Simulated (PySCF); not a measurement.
**Basis and Hamiltonian dependence of the excitation energy of V**

V [Ar] 3d3 4s2 (4F) → V [Ar] 3d4 4s1 (6D). Calculated with PySCF 2.14 from differences of total energies of unrestricted determinants, without spin-orbit coupling. Values in eV.

```
                                                               basis       Hamiltonian  functions    UHF     LDA    PBE0  MP2 (valence)  CCSD(T) (valence)  CCSD(T) (valence and next inner shell)
                                                        ANO-RCC-VTZP     spin-free X2C         59  0.404  -0.794  -0.401          0.317              0.516                                   0.292
                                                        x2c-TZVPPall     spin-free X2C         64  0.389  -0.783  -0.400          0.356              0.554                                   0.335
                                                         aug-cc-pVTZ  non-relativistic         93  0.224  -0.962  -0.571          0.217              0.381                                     n/a
                                                         def2-QZVPPD  non-relativistic         93  0.233  -0.969  -0.574          0.203              0.381                                   0.142
                                                      aug-cc-pVTZ-DK     spin-free X2C         93  0.393  -0.787  -0.401          0.386              0.549                                     n/a
                                                        x2c-QZVPPall     spin-free X2C         96  0.403  -0.797  -0.407          0.373              0.549                                     n/a
                                                          dyall-av2z  non-relativistic        101  0.218  -0.955  -0.566          0.200              0.377                                     n/a
x2c-QZVPPall with one added diffuse shell each of s, p, d, f, g type     spin-free X2C        121  0.402  -0.798  -0.407          0.383                n/a                                     n/a
                                                    aug-cc-pwCVTZ-DK     spin-free X2C        127  0.402  -0.788  -0.401          0.380                n/a                                     n/a
                                                       aug-cc-pwCVTZ  non-relativistic        127  0.233  -0.963  -0.571          0.211                n/a                                     n/a
```

Frozen in the all-electron rows: valence: [Ar]; valence and next inner shell: [Ne].

Non-relativistic rows lack the scalar-relativistic shift.

Reference for a calculation without spin-orbit coupling: 0.245 eV (measured, between term centres; NIST).
